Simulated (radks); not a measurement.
Task: Coulomb parameter of the 4f shell of neutral thulium in the model configuration [Xe] 4f11 6s2 6p2, as a second difference U = [E(n + 0.5) + E(n - 0.5) - 2 E(n)] / (0.5)^2 with all orbitals relaxed. "Bare": the charge of the atom changes with n. "Screened": the 6p shell takes up the change at fixed total charge, which measures U(4f,4f) + U(6p,6p) - 2 U(4f,6p). Method: scalar-relativistic Kohn-Sham, PBE, spin-unpolarised, spherical densities, point nucleus; computed with a radial shooting solver on a logarithmic mesh with Libxc functionals. Estimate both.

Result: U(bare) = 17.094 eV, U(screened by 6p) = 10.763 eV, against the Slater integral F0(4f,4f) = 35.267 eV with frozen orbitals. The step up makes a negative ion, whose loosely bound charge lowers the bare value.
